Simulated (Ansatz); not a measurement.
TiCl₂F₂⁺, that is TiF2Cl2 with one electron fewer, relaxed as a doublet with UKS B3LYP-D4/def2-SVP in Ansatz, starting from the B3LYP-D4/def2-SVP geometry of the neutral singlet. Force threshold 0.02 eV/Å.

No other spin state of charge 1 was run.

Start:

```xyz
5

Ti    0.048    0.067   -0.049
F     1.258   -0.236   -1.246
F    -0.149    1.775    0.124
Cl    0.680   -0.786    1.853
Cl   -1.837   -0.820   -0.682
```

```
step  energy (eV)  largest force component (eV/Å)  SCF passes
   1  -53576.3362                           2.674          63
   2  -53576.5677                           1.003          48
   3  -53576.7141                           0.431          47
   4  -53576.7765                           0.227          39
   5  -53576.7813                           0.052          40
   6  -53576.7816                           0.016          35
```

Force components are those of the run's own axes.

End:

Cartesian coordinates in Å:
```
Ti 0.170 0.236 -0.172
F 1.344 -0.138 -1.333
F -0.078 1.896 0.052
Cl 0.280 -0.983 1.732
Cl -1.716 -1.011 -0.279
```

By distances, no bond broke or formed. The bond that changes most is Ti1–Cl5, from 2.18 to 2.26 Å (atoms count from 1).

No frequencies were taken in this run, so the end may be a saddle point.

Hardware: 4 threads of Arm Neoverse V2 on a shared host. Wall time 19 s.
